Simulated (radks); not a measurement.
Species: the gallium ion Ga8+. Configuration: [Ar] 3d5. Calculated with a radial shooting solver on a logarithmic mesh with Libxc functionals: scalar-relativistic Kohn-Sham, PBE, spin-unpolarised, spherical densities, point nucleus.

Normalised radial functions P(r) = r R(r), r in bohr:

r,2p,3d
0.005097,0.0232,0.0001
0.00719,0.0436,0.0002
0.01014,0.0812,0.0005
0.01431,0.1493,0.0012
0.02018,0.2681,0.0031
0.02846,0.4656,0.0080
0.04015,0.7710,0.0200
0.05664,1.1947,0.0478
0.07989,1.6892,0.1081
0.1127,2.1080,0.2272
0.159,2.2191,0.4335
0.2242,1.8554,0.7308
0.3163,1.1374,1.0545
0.4461,0.4603,1.2571
0.6293,0.1062,1.1802
0.8877,0.0114,0.8239
1.252,0.0004,0.3924
1.766,0.0000,0.1098

2p: eigenvalue -1293.5 eV, 0 radial nodes, <r> = 0.191 bohr, 90 % of the charge inside 0.311 bohr. 3d: eigenvalue -191.11 eV, 0 radial nodes, <r> = 0.628 bohr, 90 % of the charge inside 1.00 bohr.
